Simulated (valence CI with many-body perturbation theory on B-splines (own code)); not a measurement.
The numbers below are computed, except where a source is named.
Energy levels of Pt XLVI

Level of theory: configuration interaction combined with many-body perturbation theory (CI+MBPT): five valence electrons over a frozen Dirac-Fock core [Ar] 3d10, radial functions for each j: 9 s, 9 p, 8 d, 6 f, 3 g, 1 h, with the one-electron correlation potential Σ1 (screened to all orders), the two-electron term Σ2, the three-electron term Σ3, Breit, model QED; selected single and double excitations, second order for the rest (own B-spline code, finite nucleus).

No measured spectrum was set against this ion. As an estimate, large intervals hold to a few tenths of a per cent, small ones and those within an open d or f shell to about a per cent. Among the levels kept, up to 360 cm⁻¹ of a level comes from second order outside the variational space, and about a tenth of that is noise between levels of different J, which matters for small intervals.

Levels 46 to 54 of 54, with energies above the lowest level, (4s^2 4p1/2^2 4p3/2) J=3/2. "Leading %" is the weight of the configuration and term that name the level; weights of strongly mixed levels are sums over their largest components and can fall short. In the jj column 3d3/2^4 stands for four electrons in 3d with j = 3/2.

| No. | Configuration | Term | J | E (Ry) | Leading % | g | Second component | Leading jj |
| --- | --- | --- | --- | --- | --- | --- | --- | --- |
| 46 | 4s4p³4d | ²F° | 7/2 | 32.081 | 35 | 1.224 | 14 % 4s4p³4d ²G° | 4s 4p1/2^2 4p3/2 4d5/2 (84 %) |
| 47 | 4s²4p²4d | ²D | 3/2 | 32.342 | 68 | 0.858 | 9 % 4s²4p²4d ⁴F | 4s^2 4p3/2^2 4d3/2 (92 %) |
| 48 | 4s²4p²4d | ²F | 7/2 | 32.515 | 53 | 1.227 | 36 % 4s²4p²4d ⁴D | 4s^2 4p3/2^2 4d5/2 (97 %) |
| 49 | 4s²4p²4d | ⁴F | 9/2 | 32.596 | 61 | 1.243 | 38 % 4s²4p²4d ²G | 4s^2 4p3/2^2 4d5/2 (98 %) |
| 50 | 4s4p³4d | ⁴D° | 7/2 | 32.642 | 27 | 1.195 | 22 % 4s4p³4d ²F° | 4s 4p1/2^2 4p3/2 4d5/2 (88 %) |
| 51 | 4s²4p²4d | ²P | 1/2 | 32.787 | 50 | 1.312 | 27 % 4s²4p²4d ²S | 4s^2 4p3/2^2 4d5/2 (89 %) |
| 52 | 4s4p³4d | ²P° | 1/2 | 32.904 | 46 | 0.616 | 37 % 4s4p³4d ⁴D° | 4s 4p1/2^2 4p3/2 4d5/2 (93 %) |
| 53 | 4s4p³4d | ²P° | 3/2 | 33.116 | 25 | 1.348 | 15 % 4s4p³4d ⁴P° | 4s 4p1/2^2 4p3/2 4d5/2 (90 %) |
| 54 | 4s4p³4d | ²D° | 5/2 | 33.304 | 27 | 1.076 | 14 % 4s4p³4d ²F° | 4s 4p1/2^2 4p3/2 4d5/2 (87 %) |
